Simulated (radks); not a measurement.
Question: The table gives one normalised radial function P(r) = r R(r) of Tc41+ in [He] (r in bohr). Calculated with a radial shooting solver on a logarithmic mesh with Libxc functionals: non-relativistic Kohn-Sham, LDA (Slater exchange, Perdew-Wang correlation), spin-unpolarised, spherical densities, point nucleus; relativity is left out, which matters for an element this heavy.

r,P
0.002148,1.0951
0.002501,1.2557
0.002911,1.4363
0.003389,1.6380
0.003946,1.8619
0.004593,2.1081
0.005348,2.3759
0.006176,2.6480
0.00719,2.9514
0.00837,3.2662
0.009744,3.5848
0.01134,3.8966
0.01321,4.1883
0.01537,4.4436
0.0179,4.6434
0.02083,4.7674
0.02426,4.7954
0.02824,4.7100
0.03287,4.4997
0.03827,4.1625
0.04455,3.7089
0.05186,3.1639
0.06038,2.5654
0.07029,1.9610
0.08183,1.3995
0.09526,0.9220
0.1109,0.5535
0.1291,0.2982

Which n and l does it have? It may be an empty orbital.

Answer: n = 1, l = 0: the number of nodes gives n - l - 1 = 0, the rise at small r (about r^(l+1)) gives l, and the extent must fit the shell. The curve is that of 1s. 1s: eigenvalue -24125 eV, 0 radial nodes, <r> = 0.0352 bohr, 90 % of the charge inside 0.0626 bohr.
